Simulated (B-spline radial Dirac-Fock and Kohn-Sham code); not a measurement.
Form factor and incoherent scattering function of Lu⁵⁷⁺

System: lutetium as Lu⁵⁷⁺, configuration [Ne] 3s2 3p2.

Calculated with a radial B-spline solver, using relativistic Hartree-Fock (Dirac-Fock) wave functions, averaged over the configuration. f₀ is the Fourier transform of the spherical electron density, S the Waller-Hartree incoherent function, and s = sin θ/λ. The electron scattering factor follows from the Mott-Bethe formula f_e = 0.023934 Å⁻¹·(Z − f₀)/s².

| s (Å⁻¹) | f₀ | S | f_e (Å) |
| --- | --- | --- | --- |
| 0 | 14.000 | 0.000 | – |
| 0.07 | 13.992 | 0.011 | 278.455 |
| 0.08 | 13.989 | 0.014 | 213.202 |
| 0.1 | 13.984 | 0.022 | 136.463 |
| 0.12 | 13.976 | 0.032 | 94.778 |
| 0.15 | 13.963 | 0.049 | 60.672 |
| 0.18 | 13.947 | 0.071 | 42.145 |
| 0.21 | 13.928 | 0.096 | 30.974 |
| 0.26 | 13.889 | 0.147 | 20.220 |
| 0.31 | 13.843 | 0.208 | 14.235 |
| 0.38 | 13.766 | 0.309 | 9.486 |
| 0.45 | 13.674 | 0.429 | 6.776 |
| 0.55 | 13.518 | 0.629 | 4.548 |
| 0.66 | 13.316 | 0.883 | 3.169 |
| 0.8 | 13.017 | 1.250 | 2.168 |
| 0.96 | 12.627 | 1.712 | 1.516 |
| 1.16 | 12.084 | 2.324 | 1.048 |
| 1.4 | 11.379 | 3.067 | 0.728 |
| 1.69 | 10.501 | 3.918 | 0.507 |
| 2.04 | 9.476 | 4.826 | 0.354 |
| 2.46 | 8.377 | 5.735 | 0.248 |
| 2.97 | 7.282 | 6.642 | 0.173 |
| 3.59 | 6.263 | 7.580 | 0.120 |

f₀ starts at the number of electrons, 14, and has fallen to half at s ≈ 3.14 Å⁻¹. The sum of ⟨r²⟩ over the electrons is 0.2237 bohr². For an ion f_e diverges as s goes to zero, because of the net charge.
